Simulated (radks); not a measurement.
Task: The table gives one normalised radial function P(r) = r R(r) of Ho22+ in [Kr] 4d9 (r in bohr). All-electron calculation, scalar-relativistic Kohn-Sham, LB94 model potential, spin-polarised, spherical densities, finite nucleus; open shells are filled with parallel spins first (spin-orbit coupling, left out, can overturn this in heavy ions); Fermi nuclear charge, rms radius 5.2022 fm. Program: a radial shooting solver on a logarithmic mesh with Libxc functionals.

r            P
0.0007472   0.0000
0.0009576   0.0000
0.001217    0.0000
0.00156     0.0000
0.001999    0.0001
0.002562    0.0002
0.003256    0.0003
0.004173    0.0006
0.005348    0.0012
0.006853    0.0024
0.008711    0.0046
0.01116     0.0089
0.01431     0.0171
0.01819     0.0316
0.0233      0.0583
0.02986     0.1046
0.03827     0.1808
0.04865     0.2937
0.06234     0.4566
0.07989     0.6553
0.1024      0.8442
0.1301      0.9325
0.1668      0.8092
0.2137      0.3780
0.2739     -0.3248
0.3482     -1.0456
0.4461     -1.5048
0.5717     -1.4660
0.7268     -1.0365
0.9314     -0.5033
1.193      -0.1561
1.529      -0.0276

Which n and l does it have? It may be an empty orbital.

Result: n = 4, l = 2: the number of nodes gives n - l - 1 = 1, the rise at small r (about r^(l+1), flatter next to the nucleus through relativity) gives l, and the extent must fit the shell. The curve is that of 4d up; the table hardly tells the two spins apart. 4d up: eigenvalue -760.56 eV, 1 radial node at r = 0.246 bohr, <r> = 0.532 bohr, 90 % of the charge inside 0.781 bohr.
